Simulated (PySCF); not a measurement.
## Computed vibrations of Ho4N4

Ho4N4 (singlet in the valence; each metal's 4f electrons, 10 of them, lie in its core potential, out of spins and levels). PySCF 2.14.0, RKS PBE, Ho lcecp-1-SVP with ECP56, N def2-SVP; non-relativistic Hamiltonian with scalar-relativistic core potentials where named; density fitting; no spin-orbit coupling. Central differences of gradients.

```xyz
8

Ho    1.1281    1.1281    1.1281
Ho    1.1281   -1.1281   -1.1281
Ho   -1.1281    1.1281   -1.1281
Ho   -1.1281   -1.1281    1.1281
N     1.0355    1.0355   -1.0355
N     1.0355   -1.0355    1.0355
N    -1.0355    1.0355    1.0355
N    -1.0355   -1.0355   -1.0355
```

Run from Python with OMP_NUM_THREADS=4. Where DIIS fails, smearing, a level shift and second-order steps follow.
It took 100 s on 4 threads of Arm Neoverse V1, with other jobs on the host.

Question: What are the harmonic wavenumbers and infrared intensities?

Answer: Modes are labelled in Td; negative numbers are unstable modes, those under 60 cm⁻¹ near the noise; a finer grid moves soft modes by up to 10 cm⁻¹.
| cm⁻¹ | km/mol | symmetry |
| --- | --- | --- |
| 135 | 0.0 | e |
| 135 | 0.0 | e |
| 178 | 0.0 | t2 |
| 178 | 0.0 | t2 |
| 178 | 0.0 | t2 |
| 231 | 0.0 | a1 |
| 388 | 0.0 | t1 |
| 388 | 0.0 | t1 |
| 388 | 0.0 | t1 |
| 435 | 0.0 | e |
| 435 | 0.0 | e |
| 491 | 143.0 | t2 |
| 491 | 143.0 | t2 |
| 491 | 143.0 | t2 |
| 550 | 0.0 | a1 |
| 593 | 150.4 | t2 |
| 593 | 150.4 | t2 |
| 593 | 150.4 | t2 |

Question: Is this a minimum?

Answer: Yes. Ideal gas at 298.15 K and 1 bar: S = 433.3 J/(mol K), Cp = 144.5 J/(mol K), H − H(0 K) = 27.1 kJ/mol (rigid rotor, harmonic modes, spin degeneracy alone, that of the 4f electrons in the core included).

An lcecp potential fixes the number of 4f electrons, so in runs with it no electron can move into or out of that shell.
